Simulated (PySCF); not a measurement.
C4H7BFN, SMILES CB(F)C=C=CN.

Coordinates come from a B3LYP-D3(BJ)/def2-SVP optimisation. The structure was generated by enumeration; whether it is a known compound was not checked. Other conformers were not sampled.

Two levels are set side by side: TDDFT-PBE/def2-SVPD (PySCF) and TDDFT-M06-2X/def2-SVPD (PySCF). Vertical, same geometry. The lowest singlet is HOMO→LUMO 100 % with PBE and HOMO→LUMO 95 % with the other functional; states are paired by order. Differences are taken from unrounded values.

```
quantity                               TDDFT-M06-2X  TDDFT-PBE  TDDFT-PBE minus TDDFT-M06-2X
-------------------------------------  ------------  ---------  ----------------------------
lowest singlet excitation (eV)                 3.47       2.93                         -0.54
lowest triplet excitation (TDA) (eV)           3.25       2.59                         -0.66
first bright state (f over 0.05) (eV)          6.28       5.74                         -0.53
its oscillator strength                        0.06       0.07                          0.01
```

A lower first singlet is the usual sign of a functional without exact exchange. Differences between two approximate levels are no errors against the true value.

Rough cost on one machine, each run with all the roots and properties that it gave: TDDFT-M06-2X against TDDFT-PBE about 20 times.
